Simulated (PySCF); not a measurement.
neopentasilane (H$_{12}$Si$_{5}$), singlet, at a GFN2-xTB geometry; SVWN5/3-21G in PySCF.

Input for PySCF:
```python
from pyscf import gto, scf, dft

mol = gto.M(
    atom='''
Si   -0.399874   -0.881190   -2.134973
Si    0.000087    0.000038   -0.000077
Si   -0.019369    2.341608   -0.104899
Si   -1.671547   -0.729898    1.472037
Si    2.090731   -0.730546    0.767888
H    -1.689981   -0.456547   -2.683135
H    -0.411301   -2.345770   -2.142535
H     0.615508   -0.472569   -3.108222
H     0.234335    2.962337    1.197218
H    -1.303799    2.870154   -0.569723
H     0.997325    2.869328   -1.017603
H    -3.006793   -0.283416    1.068362
H    -1.736610   -2.190121    1.565274
H    -1.468662   -0.239022    2.836975
H     2.178176   -2.190290    0.849626
H     3.187875   -0.300483   -0.101885
H     2.403540   -0.223770    2.105988
''',
    basis='3-21g',
    charge=0,
    spin=0,
    verbose=3,
)

mf = dft.RKS(mol)
mf.xc = 'lda,vwn'
mf.grids.atom_grid = (50, 194)
mf.kernel()
mf.analyze()
```

### Question
What does PySCF print? Leave out banner, timings and long lists.

### Answer

```
converged SCF energy = -1441.06555436892
**** MO energy ****
MO #1   energy= -64.6528055205972  occ= 2
MO #2   energy= -64.6309514659311  occ= 2
MO #3   energy= -64.6309317852507  occ= 2
MO #4   energy= -64.6309247325929  occ= 2
MO #5   energy= -64.630909916696   occ= 2
MO #6   energy= -4.99549719263557  occ= 2
MO #7   energy= -4.98227641529393  occ= 2
MO #8   energy= -4.98226502208226  occ= 2
MO #9   energy= -4.98225947086523  occ= 2
MO #10  energy= -4.9811722007928   occ= 2
MO #11  energy= -3.43699810145099  occ= 2
MO #12  energy= -3.43698125054757  occ= 2
MO #13  energy= -3.43696211036286  occ= 2
MO #14  energy= -3.42375035405274  occ= 2
MO #15  energy= -3.42369155716615  occ= 2
MO #16  energy= -3.42368728145883  occ= 2
MO #17  energy= -3.42368357833096  occ= 2
MO #18  energy= -3.42318256487819  occ= 2
MO #19  energy= -3.42317739542227  occ= 2
MO #20  energy= -3.42317009310294  occ= 2
MO #21  energy= -3.42293452631297  occ= 2
MO #22  energy= -3.42292868705679  occ= 2
MO #23  energy= -3.42290566343573  occ= 2
MO #24  energy= -3.42289829347466  occ= 2
MO #25  energy= -3.42289003354196  occ= 2
MO #26  energy= -0.553406694268473 occ= 2
MO #27  energy= -0.501048677944832 occ= 2
MO #28  energy= -0.501037143195547 occ= 2
MO #29  energy= -0.501028677796812 occ= 2
MO #30  energy= -0.417222751197743 occ= 2
MO #31  energy= -0.333769290298999 occ= 2
MO #32  energy= -0.333765476185462 occ= 2
MO #33  energy= -0.333750757644854 occ= 2
MO #34  energy= -0.321397955646343 occ= 2
MO #35  energy= -0.321392160990494 occ= 2
MO #36  energy= -0.312905327059874 occ= 2
MO #37  energy= -0.312890395734467 occ= 2
MO #38  energy= -0.312887630854365 occ= 2
MO #39  energy= -0.266059650084959 occ= 2
MO #40  energy= -0.266049689028358 occ= 2
MO #41  energy= -0.266043849482565 occ= 2
MO #42  energy= -0.0330108638624909 occ= 0
MO #43  energy= -0.0245840227465349 occ= 0
MO #44  energy= -0.0245762242907164 occ= 0
MO #45  energy= -0.0245629286736008 occ= 0
MO #46  energy= -0.014644193285039 occ= 0
MO #47  energy= -0.0146279992268432 occ= 0
MO #48  energy= 0.054934277418     occ= 0
MO #49  energy= 0.0549457714057746 occ= 0
 ** Mulliken atomic charges  **
charge of    0Si =      0.06644
charge of    1Si =     -0.05529
charge of    2Si =      0.06659
charge of    3Si =      0.06654
charge of    4Si =      0.06665
charge of    5H =     -0.01755
charge of    6H =     -0.01753
charge of    7H =     -0.01756
charge of    8H =     -0.01760
charge of    9H =     -0.01757
charge of   10H =     -0.01758
charge of   11H =     -0.01758
charge of   12H =     -0.01758
charge of   13H =     -0.01759
charge of   14H =     -0.01760
charge of   15H =     -0.01759
charge of   16H =     -0.01760
Dipole moment(X, Y, Z, Debye):  0.00076, -0.00019, -0.00041
```
